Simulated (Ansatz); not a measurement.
The same path of CH5BrSi + H2 (10 atoms, charge 0, multiplicity 1) was run twice with different band settings. Lost on the way: Si1–Br2, H6–H7. Made: Si1–H7, Br2–H6.

Method: RKS LDA/def2-SVP (Ansatz 0.2.0).

Relaxed end points:

```xyz
10
Properties=species:S:1:pos:R:3
Si -0.913 -0.383 -0.323
Br 0.273 -1.360 -1.941
H -2.139 -1.229 -0.111
H -1.320 0.971 -0.838
C 0.122 -0.268 1.214
H 1.424 1.145 -1.463
H 1.543 1.850 -1.136
H -0.460 0.206 2.035
H 0.442 -1.278 1.545
H 1.028 0.346 1.019
```

```xyz
10
Properties=species:S:1:pos:R:3
Si -0.810 0.564 -0.209
Br 1.717 -1.611 -1.861
H -1.743 -0.454 -0.807
H -1.588 1.802 0.155
C 0.163 -0.123 1.223
H 1.014 -0.340 -1.729
H 0.145 0.975 -1.323
H -0.516 -0.502 2.016
H 0.798 -0.965 0.869
H 0.821 0.653 1.667
```

Common settings: climbing image yes; spring 5.0 eV/Å²; optimiser quadratic models (default); start path through a guess of the saddle point; force threshold 0.03 eV/Å; iteration limit 60; end points relaxed.

| run | movable images |
| --- | --- |
| 1 | 7 |
| 2 | 3 |

Q: What does each run give, and how far can it be trusted?

A: Run 1: converged after 26 iterations, highest image 1.706 eV above the first end. A vibrational analysis at the climbing image gives one clearly imaginary mode, 741i cm⁻¹: a first-order saddle point.
Run 2: converged after 31 iterations, highest image 1.706 eV above the first end. Neighbouring images differ by up to 1.4 eV, so the band resolves the path poorly. Another band between the same ends (7 images) ends at a top of the same energy, where a vibrational analysis finds 1 clearly imaginary mode. So few images can step over the top or miss a turn of the path.
The orbitals stay closed-shell, which can raise the energy where a bond breaks towards radicals; this wasn't checked here.
